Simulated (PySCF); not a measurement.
# How methods differ on the excitation energy of Re⁺

Re⁺ [Xe] 4f14 5d5 6s1 (7S) → Re⁺ [Xe] 4f14 5d5 6p1 (7P), as a difference of total energies. Computed with PySCF 2.14 in x2c-TZVPPall with one added diffuse shell each of s, p, d, f type (12s8p8d4f1g, 113 functions), with the spin-free X2C one-electron Hamiltonian (Gaussian nucleus). The calculations carry no spin-orbit coupling.

```csv
method,excitation energy (cm⁻¹)
UHF,45706
BLYP,48106
HSE06,47869
PBEsol,48670
```
